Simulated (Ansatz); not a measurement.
TaOCl2, SMILES [Cl][Ta](=[O])[Cl] (connectivity only; charge and spin as stated), neutral, multiplicity 2.

Coordinates come from a B3LYP-D3(BJ)/def2-SVP optimisation. The spin state was assumed, not searched. The isomer is the one that the SMILES or the coordinates give; other isomers of the formula were not compared. The def2 effective core potentials stand for the cores of Ta; spin–orbit coupling is left out.

Two levels are set side by side: PBE/def2-SVPD (Ansatz, a program for electronic structure) and CAM-B3LYP/def2-SVPD (Ansatz). Energy differences of separate SCF runs at the same geometry; the states with an electron removed or added have multiplicity 1 and 1. Differences are taken from unrounded values.

```csv
quantity,CAM-B3LYP
vertical ionisation energy (eV),9.50
vertical electron affinity (eV),1.96
```

Task: What does PBE give, and how far is it from CAM-B3LYP? (The exact figures need the calculation; the answer reports its results.)

Result: 
```tsv
quantity	PBE	PBE minus CAM-B3LYP
vertical ionisation energy (eV)	9.05	-0.45
vertical electron affinity (eV)	1.79	-0.17
```
